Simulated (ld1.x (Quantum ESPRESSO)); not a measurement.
# What one change does to a pseudopotential (aluminium, RRKJ)

```
Element                 : aluminium (Al)
Generator               : ld1.x (Quantum ESPRESSO) 7.5
Type                    : norm-conserving RRKJ (Kleinman–Bylander form)
Functional              : BP86
Relativity              : scalar-relativistic
Frozen core             : [He]
Valence charge          : 11
Reference configuration : 2s2 2p6 3s2 3p1
Partial waves           : 2s (bound): rc 0.75 bohr; 2p (bound): rc 0.80 bohr
Local potential         : the p channel
Core correction         : none
rho0                    : 0.02
```

Occupied shells without a wave of their own: 3p, 3s. They enter only through the test configuration that unscreens the potential.

All-electron outer shells of the reference configuration (BP86, scalar-relativistic, ld1.x):

```csv
shell,level (eV),outermost node (bohr),outermost maximum (bohr)
1s,-1512.18,–,0.08
2s,-108.30,0.16,0.50
2p,-69.78,–,0.43
3s,-7.86,0.80,2.09
3p,-2.81,0.82,2.64
```

Change: wave 2p (bound): rc 0.80 bohr becomes 2p (bound): rc 1.10 bohr.

Cutoffs: the cutoffs (Ry, on a coarse ladder) from which the occupation-weighted sum of valence levels, in a spherical-Bessel basis at the reference potential, stays within 10 and 1 mRy of its value at 400 Ry; they do not see the model core or the augmentation charge, which bear on the density cutoff. Errors are all-electron minus pseudo energies relative to the spin-unpolarised reference configuration.

Predict the effect on cutoff, ghosts and configuration errors.

The miss of the reference levels goes from 0.11 to 0.45 eV; of the 7 tests that both files solve, the error grows in 7 and shrinks in 0 by more than 15 % and 0.3 meV (median size 101.8 → 463.7 meV); neither file shows a bound ghost. More of the atom is replaced by a form fitted at one configuration, so other configurations suffer.

```csv
quantity,base,changed
"cutoff, loose",300 Ry,300 Ry
"cutoff, tight",over 300 Ry,over 300 Ry
loose cutoff by channel (10 mRy a level),"s 260 Ry, p 200 Ry","s 260 Ry, p 140 Ry"
bound ghosts,none,none
"largest miss of a reference level, eV",0.11,0.45
"error for 2s2 2p6 3s2 3p0, meV [ΔE 5.86 eV]",+78,+326
"error for 2s2 2p6 3s1 3p0, meV [ΔE 25.23 eV]",+289,+1195
"error for 2s2 2p6 3s0 3p0, meV [ΔE 53.46 eV]",+593,+2428
"error for 2s1 2p6 3s2 3p1, meV [ΔE 120.85 eV]",-102,-464
"error for 2s2 2p6 3s1 3p1, meV [ΔE 11.68 eV]",+141,+586
"error for 2s2 2p6 3s2 3p0.5, meV [ΔE 2.13 eV]",+32,+132
"error for 2s2 2p6 3s2 3p1.3, meV [ΔE -0.60 eV]",-13,-52
```

Base: The 3p, 3s levels have no wave, so the channel is fitted at the deeper level alone: the likely source of the large errors. Changed file: The 3p, 3s levels have no wave, so the channel is fitted at the deeper level alone: the likely source of the large errors.
